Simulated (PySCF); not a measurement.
# F3OV: core ionisation energies

Compound: VOF3 (singlet state).
Structure used (PBE0-D3(BJ)/def2-SVP), in Å, numbered top down from 1:
```
atom  x, y, z in Å
O1     1.4536   -0.5265   -0.0169
V2     0.0148   -0.0028   -0.0079
F3     0.0513    1.6580   -0.3642
F4    -0.6351   -0.2686    1.5388
F5    -0.8673   -0.8543   -1.1842
```

Level of theory: delta-SCF UKS SCAN, pcX-2 on the ionised atom, pcseg-1 elsewhere, spin-free X2C in PySCF 2.14.0. These are vertical core ionisation energies against the vacuum level, from separate self-consistent calculations with and without the core hole.

Question: List the computed XPS lines with their assignment.

Answer: 
```tsv
atom(s)	environment	level	binding energy (eV)	count
O1	oxygen bonded to V	O 1s	539.79	1
F3/F4/F5	fluorine bonded to V	F 1s	693.10	3
```

Question: Which effective nuclear charge Zeff reproduces each element's mean 1s value in the hydrogen-like formula E = 13.606 eV × Zeff²?

Answer: O (Z = 8): mean 539.8 eV, Zeff = 6.30, Z − Zeff = 1.70; F (Z = 9): mean 693.1 eV, Zeff = 7.14, Z − Zeff = 1.86. Means run over the listed sites, weighted by atom count.

The first atom of each set that the bonding makes equivalent was ionised and stands for the set. No level of vanadium is listed. Geometry: PBE0-D3(BJ)/def2-SVP; no solvent, vibrations or thermal averaging.
